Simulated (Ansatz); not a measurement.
C₆H₁₀BClO₂, SMILES `CC1=CC(C)=[O+][B-](C)(Cl)O1`. Total charge 0; spin multiplicity 1.

Cartesian coordinates in Å:
```
C 1.8990 -2.0314 0.5841
C 0.9383 -0.9599 0.2235
C 0.0835 -1.0542 -0.8661
C -0.9090 -0.0942 -1.0083
C -1.9951 -0.2062 -2.0127
O -0.9619 0.9385 -0.2534
B 0.2147 1.3246 0.6092
C -0.2507 2.1370 1.8779
Cl 1.3940 2.2591 -0.5023
O 0.9254 0.0537 1.0054
H 2.9138 -1.6453 0.4514
H 1.7679 -2.9217 -0.0274
H 1.7869 -2.2821 1.6408
H 0.1041 -1.9219 -1.5070
H -1.9798 -1.1649 -2.5271
H -1.8762 0.6000 -2.7424
H -2.9605 -0.0575 -1.5249
H 0.6050 2.4169 2.4963
H -0.9383 1.5521 2.4977
H -0.7611 3.0573 1.5852
```

Q: Give the diagnostics of a CCSD(T)/def2-TZVPP run (frozen core, Ansatz). (Estimate.)

A: The calculation gave: T1 = 0.0156, largest single amplitude 0.051, largest double 0.038, (T) share of the correlation energy 4.3 %, 12 CCSD cycles. The RHF solution is stable towards an unrestricted one. T1 lies under the customary mark of 0.02 for closed shells.
